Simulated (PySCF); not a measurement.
Species: C5H15GeNSi.
Structure used (PBE0-D3(BJ)/def2-SVP), in Å, numbered top down from 1:
```
atom  x, y, z in Å
C1     2.7061   -0.9164   -0.1391
N2     2.3908   -0.0652    0.9787
C3     3.0146    1.2307    0.9082
Ge4    0.6733   -0.1537    1.6602
Si5   -0.9928    0.7511    0.1879
C6    -2.7164    0.4910    0.8700
C7    -3.9069    0.3573   -0.0492
C8    -3.4040   -0.8413    0.6851
H9     2.3719   -0.5145   -1.1212
H10    2.2473   -1.9097   -0.0131
H11    3.7992   -1.0687   -0.2093
H12    4.1146    1.1253    0.8634
H13    2.7114    1.8310    0.0219
H14    2.7815    1.8237    1.8065
H15    0.7081    0.6195    2.9962
H16    0.3968   -1.6490    1.9273
H17   -0.7189    2.2059   -0.0485
H18   -0.9088    0.0511   -1.1364
H19   -2.9167    0.9914    1.8246
H20   -4.8504    0.8049    0.2754
H21   -3.7373    0.4124   -1.1290
H22   -3.9984   -1.2284    1.5173
H23   -2.8860   -1.6179    0.1131
```

Method used: PySCF 2.14.0, PBE0-D3(BJ)/def2-SVP geometry optimisation, gas phase.

Take the most abundant isotopes and a rigid rotor. The values belong to one conformer with, in the numbering `[CH3:1][N:2]([CH3:3])[GeH2:4][SiH2:5][CH:6]1[CH2:7][CH2:8]1`, C1–N2–Ge4–Si5 -69°, N2–Ge4–Si5–C6 175°, Ge4–Si5–C6–C7 -151°.

Question: What are A, B and C (GHz)?

Answer: Ia = 181.99, Ib = 965.45, Ic = 992.57 u·Å²; 505379 MHz·u·Å²/I gives 2777, 523.5 and 509.2 MHz, that is A = 2.7769, B = 0.5235, C = 0.5092 GHz.

Question: Classify the top.

Answer: A near-prolate asymmetric top: κ = (2 × 523.5 − 2777 − 509.2)/(2777 − 509.2) = -0.99.

Question: What does the inertial defect say?

Answer: Not planar: Δ = Ic − Ia − Ib = -154.87 u·Å². For a rigid frame Δ = −2 Σ m c², so Σ m c² = 77.44 u·Å² lies off the ab plane: 27.91 from hydrogen and 49.52 from heavier atoms. The atom farthest from that plane is 2.28 Å away.

Question: Give the other two planar moments, Paa and Pbb, and the rms extents of the mass along the axes.

Answer: Paa = Σ m a² = (Ib + Ic − Ia)/2 = 888.02 and Pbb = Σ m b² = (Ia + Ic − Ib)/2 = 104.56 u·Å². With the mass M = 191.02 u, the rms extents √(P/M) along a, b and c are 2.16, 0.74, 0.64 Å.

Question: Predict some low-J microwave lines.

Answer: The dipole components are |μa| = 0.82 D, |μb| = 0.12 D, |μc| = 0.01 D. Intensities carry the squares of the components, which stand as 1.00 : 0.02 : 0.00 (a : b : c). Some lines, for components of 0.1 D or more:

```tsv
type	branch	J(Ka,Kc)	MHz	lower level (cm⁻¹)
a	R	1(0,1) ← 0(0,0)	1033	0.000
a	R	2(1,2) ← 1(1,1)	2051	0.110
a	R	2(0,2) ← 1(0,1)	2065	0.034
a	R	2(1,1) ← 1(1,0)	2080	0.110
b	Q	1(1,0) ← 1(0,1)	2268	0.034
b	Q	2(1,1) ← 2(0,2)	2282	0.103
b	R	1(1,1) ← 0(0,0)	3286	0.000
b	R	2(1,2) ← 1(0,1)	4304	0.034
b	Q	2(2,0) ← 2(1,1)	6760	0.179
b	Q	2(2,1) ← 2(1,2)	6803	0.178
b	R	2(2,1) ← 1(1,0)	8840	0.110
b	R	2(2,0) ← 1(1,1)	8854	0.110
```

Whether it is a minimum is left open (no frequencies). Zero-point vibration and centrifugal distortion are left out. A rigid rotor knows nothing of internal rotation, which can split or shift real lines. Quadrupole hyperfine structure (14N) is left out.

The run took 2.2 min on Arm Neoverse V1, one thread, on a shared host. These figures are those of the optimisation.
